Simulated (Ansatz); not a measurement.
## Redistribution: CBr2Cl2 + C2HF5 → CBr2ClF + C2HClF4

Gas-phase species: CBr2Cl2 (dibromodichloromethane) `ClC(Cl)(Br)Br`, singlet; C2HF5 (pentafluoroethane) `FC(F)C(F)(F)F`, singlet; CBr2ClF (dibromochlorofluoromethane) `FC(Cl)(Br)Br`, singlet; C2HClF4 `FC(Cl)C(F)(F)F`, singlet. The partners trade Cl for F; both sit on C, so the bond types are kept.

Shapes, held fixed at every level: PBE0-D4/def2-TZVP. Programs: Ansatz 0.2.0. The zero-point and thermal change to 298 K, harmonic and unscaled (PBE0-D4/def2-TZVP), is -0.6 kJ/mol.

**Question.** Estimate ΔH(298 K) of this reaction.

**Answer.** The highest level, CCSD(T)/def2-TZVPP, gives ΔH(298 K) = -1.8 kJ/mol; the levels span -9.8 to 0.0. That is about zero within the method's error. The column of differences is taken from that level and isn't an error. No measured value is set beside it here. Relativity is left out for Br. Outer-core shells of Br are correlated, in sets that cover them unevenly.

```json
{"level": "HF/def2-SVP", "kind": "Hartree–Fock", "ΔH(298 K) (kJ/mol)": "0.0", "less CCSD(T)/def2-TZVPP": "+1.8"}
{"level": "HF/def2-TZVPP", "kind": "Hartree–Fock", "ΔH(298 K) (kJ/mol)": "-4.3", "less CCSD(T)/def2-TZVPP": "-2.5"}
{"level": "PBE-D4/def2-TZVPP", "kind": "GGA", "ΔH(298 K) (kJ/mol)": "-9.8", "less CCSD(T)/def2-TZVPP": "-8.0"}
{"level": "BHLYP-D4/def2-TZVPP", "kind": "global hybrid", "ΔH(298 K) (kJ/mol)": "-3.7", "less CCSD(T)/def2-TZVPP": "-1.9"}
{"level": "r2SCAN0-D4/def2-TZVPP", "kind": "global hybrid", "ΔH(298 K) (kJ/mol)": "-9.1", "less CCSD(T)/def2-TZVPP": "-7.3"}
{"level": "CCSD(T)/def2-SVP", "kind": "coupled cluster or CI", "ΔH(298 K) (kJ/mol)": "-0.5", "less CCSD(T)/def2-TZVPP": "+1.3"}
{"level": "CCSD/def2-SVP", "kind": "coupled cluster or CI", "ΔH(298 K) (kJ/mol)": "-0.2", "less CCSD(T)/def2-TZVPP": "+1.6"}
{"level": "CCSD(T)/def2-TZVPP", "kind": "coupled cluster or CI", "ΔH(298 K) (kJ/mol)": "-1.8", "less CCSD(T)/def2-TZVPP": "0.0"}
```
